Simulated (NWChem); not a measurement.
GaH3S2O; SMILES [OH][Ga]([SH])[SH]

```xyz
7

Ga     0.2709     0.0163     0.0000
O      2.0458     0.1234     0.0000
H      2.5177    -0.7148     0.0000
S     -0.8149    -1.9047     0.0000
H      0.3098    -2.6540     0.0000
S     -0.7842     1.9372     0.0000
H     -2.0041     1.3554     0.0000
```
Atoms are numbered in this order, from 1.

All runs: NWChem. Pople sets run with spherical d functions. All runs use the structure optimised with PBE0/def2-SVP.

Taking Hartree-Fock/6-311G** as the yardstick, which of these has the fewest basis functions while keeping “highest occupied level (eV)” within 0.05 eV of it: Hartree-Fock/STO-3G; Hartree-Fock/3-21G; Hartree-Fock/6-31G*?

Hartree-Fock/6-31G*.
| level | basis functions | highest occupied level (eV) | relative time (rough) |
|---|---|---|---|
| Hartree-Fock/STO-3G | 44 | -7.04 | 1 |
| Hartree-Fock/3-21G | 63 | -10.71 | 1 |
| Hartree-Fock/6-31G* | 88 | -10.46 | 5 |
| Hartree-Fock/6-311G** | 132 | -10.48 | 5 |

The yardstick is one finite set, not the basis-set limit.
